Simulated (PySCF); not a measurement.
r2SCAN on Sc (scandium, neutral), [Ar] 3d1 4s1 5s1, high-spin 4D determinant (an excited configuration). All numbers are calculated (PySCF 2.14, the spin-free X2C one-electron Hamiltonian (Gaussian nucleus), in x2c-TZVPPall with one added diffuse shell each of s, p, d, f type (7s6p5d3f1g, 80 functions)).

```
cycle= 1 E= -763.985613832472  delta_E= -0.00863  |g|= 0.0513  |ddm|= 0.638
cycle= 2 E= -763.987631605426  delta_E= -0.00202  |g|= 0.0301  |ddm|= 0.268
cycle= 3 E= -763.988160691487  delta_E= -0.000529  |g|= 0.0395  |ddm|= 0.222
cycle= 4 E= -763.988935484484  delta_E= -0.000775  |g|= 0.00499  |ddm|= 0.163
cycle= 5 E= -763.989019700554  delta_E= -8.42e-05  |g|= 0.00279  |ddm|= 0.115
cycle= 6 E= -763.989057723201  delta_E= -3.8e-05  |g|= 0.000586  |ddm|= 0.0757
cycle= 7 E= -763.989074027138  delta_E= -1.63e-05  |g|= 0.000371  |ddm|= 0.0623
cycle= 8 E= -763.989077850482  delta_E= -3.82e-06  |g|= 8.21e-05  |ddm|= 0.0557
cycle= 9 E= -763.989077899279  delta_E= -4.88e-08  |g|= 5.79e-05  |ddm|= 0.00478
cycle= 10 E= -763.989077902407  delta_E= -3.13e-09  |g|= 8.29e-06  |ddm|= 0.000975
cycle= 11 E= -763.989077902592  delta_E= -1.85e-10  |g|= 9.21e-07  |ddm|= 0.000314
converged SCF energy = -763.989077902592  <S^2> = 3.7508716  2S+1 = 4.0004358
```

Highest occupied orbital energy: -1.359 eV; ⟨L²⟩ = 8.68; populations by l: s 7.55, p 12.00, d 1.45, f 0.00.

(1) Can this result be used?

## Answers

(1) Not for this state. The run converged. ⟨L²⟩ = 8.68 against 6 for a pure D term, so this real determinant mixes terms. The outer electron is Rydberg-like, and this basis confines it to a smaller radius and binds it less than a complete one would. The s, p, d and f populations moved away from the nominal configuration during the SCF.
